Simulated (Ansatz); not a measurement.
Mulliken charges of F2H3NOZr, SMILES `[NH2][Zr]([OH])([F])[F]` from PBE/def2-TZVPP in Ansatz (PBE0-D4/def2-TZVP geometry).

```csv
atom,x (Å),y (Å),z (Å),charge (e)
N1,-0.741,0.006,-1.315,-0.552
Zr2,0.207,0.424,0.424,1.287
O3,0.748,-1.254,1.162,-0.482
F4,1.684,1.595,0.078,-0.369
F5,-0.978,1.397,1.575,-0.369
H6,-0.884,-0.918,-1.698,0.150
H7,-1.148,0.687,-1.943,0.145
H8,1.112,-1.937,1.718,0.189
```

**Question.** By hand: the dipole of these point charges (1 e Å = 4.8032 D).

**Answer.** Σ q r = (-0.035, -0.361, -0.110) e Å, of length 0.379 e Å = 1.82 D.

**Question.** How does the dipole of the full density compare? (An estimate is asked.)

**Answer.** Ansatz gave: (-0.037, -0.544, -0.139) e Å, 2.70 D; the point charges give 0.67 times that, at 3° from its direction.

Point charges leave out the atoms' own dipoles, such as those of lone pairs, and Mulliken's split depends on the basis, so the two needn't agree.
